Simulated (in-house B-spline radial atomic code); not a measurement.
Configurations of S2+, with energies counted from [Ne] 3s2 3p2. Level of theory: scalar-relativistic (X2C) BHandHLYP, spin-polarised, spherical fractional occupations, exact exchange averaged over the configuration, Fermi nucleus of rms radius 3.2611 fm; calculated with a B-spline radial code for spherical atoms. Shells without spins written out take the highest spin.

Occupations are held fixed; configurations that lie above the ionisation limit could autoionise.

```csv
configuration,E - E(ref) (eV),highest orbital,its <r> (bohr)
[Ne] 3s1 3p3,7.5125,3p up,1.729
[Ne] 3s2 3p1 3d1,15.752,3d up,2.294
[Ne] 3s2 3p1 4f1,26.849,4f up,5.67
[He] 2s2 2p5 3s2 3p2 4d1,190.87,4d up,5.185
[He] 2s2 2p5 3s2 3p2 4f1,193.06,4f up,5.646
```

Order these further configurations by energy, lowest first.
A. [He] 2s2 2p5 3s2 3p2 3d1
B. [Ne] 3s1 3p2 4s1
C. [Ne] 3s1 3p2 3d1
D. [He] 2s2 2p5 3s2 3p2 4s1
E. [Ne] 3s2 3p1 4d1

C (23.548 eV), E (25.172 eV), B (26.651 eV), A (179.43 eV), D (183.42 eV).

How far above the reference does [He] 2s2 2p5 3s2 3p3 lie?

162.01 eV; its least bound orbital is 3p up with <r> = 1.618 bohr.
